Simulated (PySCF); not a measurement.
PySCF 2.14 output of an unrestricted LDA calculation on a single atom or ion in pcseg-2, with no relativity, point nucleus:

```
SCF conv_tol = 1e-09
number electrons alpha = 5  beta = 4
    P. A. M. Dirac.,  Math. Proc. Cambridge Philos. Soc. 26, 376 (1930)
    F. Bloch.,  Z. Phys. 57, 545 (1929)
    S. H. Vosko, L. Wilk, and M. Nusair.,  Can. J. Phys. 58, 1200 (1980)
cycle= 1 E= -195.262683178865  delta_E= -0.00252  |g|= 0.0142  |ddm|= 0.048
cycle= 2 E= -195.26271398441  delta_E= -3.08e-05  |g|= 0.00217  |ddm|= 0.00723
cycle= 3 E= -195.262714755524  delta_E= -7.71e-07  |g|= 7.21e-06  |ddm|= 0.00098
cycle= 4 E= -195.262714755533  delta_E= -8.81e-12  |g|= 5.8e-08  |ddm|= 3.28e-06
converged SCF energy = -195.262714755533  <S^2> = 0.75006033  2S+1 = 2.0000603
```

The run itself started from symmetry-adapted Hartree-Fock orbitals and held the occupation by maximum overlap, on a logarithmic radial grid, so the iterations belong to that start.

Task: Which element, charge and spin multiplicity is this?

Result: Mg³⁺ (magnesium, charge +3), multiplicity 2; the state was [He] 2s2 2p5, 2P determinant.
